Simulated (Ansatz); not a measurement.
`[BH2][GeH]([F])[GaH2]` + `C[SeH]` → `C[Se][GaH2]` + `[BH2][GeH2][F]`  (cleavage of the Ga–Ge bond)

Isolated molecules relaxed with PBE0-D4/def2-TZVP in Ansatz; ΔE leaves out vibrations. CCSD(T)/CBS is the MP2 limit (def2-TZVPP, def2-QZVPP) plus CCSD(T) − MP2 in def2-TZVPP, frozen cores. Functionals use def2-TZVPP. For Ga, Ge, Se outer-core shells are correlated without core-valence functions, which leaves a few kJ/mol of doubt a bond. Scalar relativity is left out up to krypton.

`[BH2][GeH]([F])[GaH2]`:

```xyz
9

B     0.211   -1.324    1.355
Ge   -0.290   -0.563   -0.466
F    -2.014   -0.767   -0.763
Ga    0.209    1.837   -0.717
H     1.368   -1.385    1.651
H    -0.618   -1.635    2.154
H     0.385   -1.337   -1.624
H     1.706    2.310   -0.662
H    -0.956    2.863   -0.928
```

`C[SeH]`:

Z-matrix (Å, degrees):
```
C
Se 1 1.949
H 1 1.088 2 110.6
H 1 1.087 2 110.6 3 -123.3
H 1 1.089 2 106.0 3 118.4
H 2 1.468 1 95.4 3 61.7
```

`C[Se][GaH2]`:

Z-matrix (Å, degrees):
```
C
Se 1 1.961
H 1 1.088 2 108.4
H 1 1.088 2 108.4 3 119.3
H 1 1.088 2 110.3 3 -120.4
Ga 2 2.306 1 100.1 3 120.4
H 6 1.560 2 117.1 1 -180.0
H 6 1.566 2 116.4 1 0.0
```

`[BH2][GeH2][F]`:

```xyz
7

B    -0.118    0.793    0.974
Ge    0.081   -0.438   -0.655
F    -0.013   -2.113   -0.155
H    -0.273    0.357    2.072
H    -0.078    1.976    0.816
H     1.446   -0.307   -1.359
H    -1.045   -0.268   -1.693
```

```tsv
level	ΔE (kJ/mol)
CAM-B3LYP-D4	-72.4
PBE	-64.2
PBE0	-69.6
LC-ωPBE	-72.4
SCS-MP2/def2-TZVPP	-79.4
HF/def2-QZVPP	-83.1
SCS-MP2/def2-QZVPP	-80.2
MP2/CBS(def2)	-82.1
```

(1) What does CCSD(T)/CBS give? (An estimate is asked.)

(2) What do rigid-rotor, harmonic-oscillator terms from PBE0-D4/def2-TZVP frequencies (298.15 K, 1 bar) make of the CCSD(T)/CBS value? (Estimate.)

Largest T1 diagnostic among the species: 0.014.

Results:

(1) The calculation gave: -76.1 kJ/mol. The listed levels differ from it by 3.7, 11.9, 6.5, 3.7, -3.3, -7.0, -4.1, -6.0 kJ/mol.

(2) Ansatz gave: ΔZPE = +2.9 kJ/mol, ΔH = -75.0 kJ/mol, ΔS = -6 J/(mol·K), ΔG = -73.1 kJ/mol.

From BLYP to BHLYP (50 % exact exchange), in def2-TZVPP and without D4, ΔE moves by −11.1 kJ/mol. Leaving LDA and LC-ωPBE aside and taking each functional with its dispersion term where it has one, the values, not all of them listed here, spread over 12.3 kJ/mol, from PBE-QIDH to PBE-D4. LDA lies −3.5 kJ/mol from PBE without D4.

CCSD(T)/CBS has its own doubt, a few kJ/mol and more with outer-core shells, so smaller differences from it don't rank the levels.
